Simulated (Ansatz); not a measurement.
Reactions of `NB1[SiH2]B1F`.

Calculated with Ansatz (gas phase, PBE0-D4/def2-TZVP geometries, no zero-point term in ΔE). CCSD(T)/CBS adds triple-zeta CCSD(T) − MP2 to the extrapolated MP2 energy (def2 sets, frozen cores). This one scheme is used for every species, atoms too. DFT in def2-TZVPP. No spin–orbit coupling; open shells (•) take unrestricted orbitals. Spin–orbit coupling would lower the free atoms: a little for B, F, Si. Each species was taken in one conformer, which may not be the lowest.

```json
{"reaction": "`NB1[SiH2]B1F` → 2 B• + F• + 4 H• + N• + Si•", "ωB97M-V (kJ/mol)": "3229", "CCSD/CBS(def2) (kJ/mol)": "3125", "r2SCAN-D4 (kJ/mol)": "3252", "ωB97X-V (kJ/mol)": "3220"}
{"reaction": "`NB1[SiH2]B1F` + H₂ → `FB1B[SiH2]1` + NH₃", "ωB97M-V (kJ/mol)": "17", "CCSD/CBS(def2) (kJ/mol)": "11", "r2SCAN-D4 (kJ/mol)": "21", "ωB97X-V (kJ/mol)": "23"}
{"reaction": "`NB1[SiH2]B1F` + `O[SiH2][SiH3]` → `NB1B[SiH2]1` + `O[SiH](F)[SiH3]`", "ωB97M-V (kJ/mol)": "-96", "CCSD/CBS(def2) (kJ/mol)": "-101", "r2SCAN-D4 (kJ/mol)": "-92", "ωB97X-V (kJ/mol)": "-89"}
{"reaction": "`NB1[SiH2]B1F` + H₂ → `NB1B[SiH2]1` + H–F", "ωB97M-V (kJ/mol)": "39", "CCSD/CBS(def2) (kJ/mol)": "30", "r2SCAN-D4 (kJ/mol)": "46", "ωB97X-V (kJ/mol)": "45"}
```

**Question.** Give the CCSD(T)/CBS values in the same order. (Estimate.)

**Answer.** Ansatz gave: 3188, 12, -101, 31 kJ/mol.

Largest T1 diagnostic: 0.016, for `FB1B[SiH2]1`.
